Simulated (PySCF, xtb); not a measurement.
C₄H₅BO₂, SMILES C=C1C=COB1O.

GFN2-xTB (xtb) at its own geometry gives an orbital gap of 3.05 eV and a dipole moment of 0.63 D.

Geometry optimised at B3LYP-D3(BJ)/def2-SVP. This is a generated structure with no PubChem entry under its InChIKey; it may be hypothetical. The values are those of a single conformer.

Task: What does PySCF with M06-2X/def2-TZVP give? (Estimate from the structure and the level; the computed values follow.)

Result: gap 7.03 eV (levels -7.57 and -0.54 eV), dipole 0.70 D.
